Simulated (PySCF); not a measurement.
Computed with PySCF with PBE-D3(BJ)/def2-TZVP // B3LYP-D3(BJ)/def2-TZVP. Isolated molecules, 0 K electronic values unless said otherwise. One relaxed conformer stands for a flexible species; it need not be the lowest. Excitations are Tamm–Dancoff values on a coarser integration grid. The basis has no diffuse functions, so Rydberg states are missing or too high.

Reference species (SMILES): `C/N=C/N` (neutral, multiplicity 1).

S1 excitation (TDA): 5.75 eV
S1–T1 gap (TDA): 1.18 eV
T1 excitation (TDA): 4.57 eV

Changed species: `[H]/N=C(/C)N`.

Q: What does the change do to the S1 excitation (TDA), S1–T1 gap (TDA) and T1 excitation (TDA)?

A: the S1 excitation (TDA) drops by 0.07 eV, to 5.68 eV; the S1–T1 gap (TDA) falls by 0.40 eV, to 0.78 eV; the T1 excitation (TDA) rises by 0.33 eV, to 4.90 eV.
